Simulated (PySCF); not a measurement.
## Electron correlation in S²⁺ (sulfur, charge +2)

[Ne] 3s1 3p2 4s1, high-spin 5P determinant (an excited configuration). Computed with PySCF 2.14 in dyall-acv3z (19s12p6d4f, 113 functions), with the spin-free X2C one-electron Hamiltonian (Gaussian nucleus). Frozen: [Ne]; 4 electrons correlated; the 23 highest virtual orbitals of each spin left out.

MP2 pair energies summed by pair of shells (mhartree):

```tsv
pair	energy	share (%)
3p-4s	-8.02	37.6
3p-3p	-7.45	34.9
3s-3p	-4.20	19.7
3s-4s	-1.67	7.8
```

Total MP2 correlation energy: -21.33 mhartree.

Same-spin part -21.33 and opposite-spin part 0.00 mhartree; SCS-MP2 scales them by 1/3 and 6/5 to -7.11 mhartree.
